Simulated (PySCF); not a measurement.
# Ionising SrLi

PBE0; Sr def2-SVPD with ECP28, Li def2-SVPD; scalar-relativistic core potentials (PySCF 2.14). Neutral (UKS): doublet (σ ↑), Re = 3.640 Å, ωe = 174 cm⁻¹, De = 0.34 eV, HOMO -3.23 eV, LUMO -1.65 eV.

SrLi⁻ (UKS): singlet (closed shell), Re = 3.941 Å, ωe = 138 cm⁻¹, De = 0.59 eV to Sr + Li⁻. The energies at the minima are -38.13972 hartree for SrLi and -38.16535 for SrLi⁻.

Work out the adiabatic electron affinity, without and with harmonic zero-point energies (1 hartree = 27.2114 eV, 1 eV = 8065.5 cm⁻¹), and the change of the bond length.

At PBE0: 0.02563 hartree = 0.697 eV between the minima; the zero-point term (174.0 − 138.0)/2 cm⁻¹ = +0.002 eV makes it 0.700 eV. Re changes by +30.1 pm against the neutral. The electron enters a σ orbital; the charge polarises the partner, so the anion is bound more strongly.

Closed-shell solutions of metal pairs were not tested for spin polarisation, which can lower them a little. Weak bonds: SrLi. Basis-set superposition, not corrected here, can be much of De in a small basis, most of all at correlated wavefunction levels. For an ion De counts to the pair picked by the measured ionisation energies or electron affinities, which need not be the lowest pair at this level. The highest Kohn–Sham level is positive in this anion. Much of that is self-interaction error, but it also means that the finite basis helps to hold the extra electron. States were picked by a PBE0 search and need not be the measured ground states.
